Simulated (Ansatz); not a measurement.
Reaction: GeH3 (SMILES [GeH3], doublet) → GeH3- (SMILES [GeH3-]) (an electron is taken up)
Each species at its own B3LYP-D3(BJ)/def2-TZVP minimum (Ansatz, an electronic-structure program).

Total energies in hartree (Ansatz). UHF or UKS for unpaired electrons; spin-orbit terms are left out. Correlated methods leave the cores frozen (noble-gas shells, and filled d and f shells in the p block). No relativity.

| species | HF/aug-cc-pVTZ | CCSD(T)/aug-cc-pVTZ | HF/aug-cc-pVQZ | CCSD(T)/aug-cc-pVQZ | CCSDT(Q)/aug-cc-pVTZ |
|---|---|---|---|---|---|
| 1: GeH3 (SMILES [GeH3], doublet) | -2077.10847 | -2077.25113 | -2077.11212 | -2077.25954 | -2077.25195 |
| 2: GeH3- (SMILES [GeH3-]) | -2077.12297 | -2077.30529 | -2077.12648 | -2077.31435 | -2077.30648 |

Question: Work out the adiabatic electron affinity (electronic), positive where energy is released in eV: take Hartree-Fock from aug-cc-pVQZ, extrapolate the CCSD(T) correlation energy as X^-3 (X = 3, 4), and add CCSDT(Q) - CCSD(T) in aug-cc-pVTZ. 1 hartree = 27.211 eV.

Answer: 
Species 1: correlation (64·(-0.14742) - 27·(-0.14266))/37 = -0.15089; step -0.00082; E1 = -2077.11212 + (-0.15089) + (-0.00082) = -2077.26383
Species 2: correlation (64·(-0.18787) - 27·(-0.18232))/37 = -0.19192; step -0.00119; E2 = -2077.12648 + (-0.19192) + (-0.00119) = -2077.31959
+1·E1 -1·E2 = 0.05576 hartree = 1.52 eV.
